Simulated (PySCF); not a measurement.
# Radial density of Mn²⁺ (manganese, charge +2)

UHF, [Ar] 3d4 4s1, 4s spin antiparallel (an excited configuration). Computed with PySCF 2.14 in x2c-QZVPPall with one added diffuse shell each of s, p, d, f, g type (12s8p6d5f3g, 128 functions), with the spin-free X2C one-electron Hamiltonian (Gaussian nucleus).

```csv
r (bohr),4πr²ρ (e/bohr),4πr²(ρα − ρβ)
0.000820,0.1232,-0.0001
0.00138,0.3190,-0.0002
0.00232,0.8112,-0.0006
0.00390,2.005,-0.0014
0.00656,4.723,-0.0032
0.0110,10.22,-0.0069
0.0186,19.16,-0.0123
0.0312,28.24,-0.0156
0.0525,28.96,-0.0085
0.0884,23.15,0.0050
0.149,29.76,0.0562
0.250,29.32,0.5638
0.421,12.02,2.1564
0.707,14.82,3.7381
1.19,7.285,2.4409
2.00,1.177,0.0139
3.37,0.2749,-0.2447
5.66,0.007393,-0.0073
```

Densities and radii are taken from the X2C orbitals without a picture-change correction, which distorts them close to the nucleus.

With the s spin flipped the determinant is a mixture of two multiplicities, not a spectroscopic state.
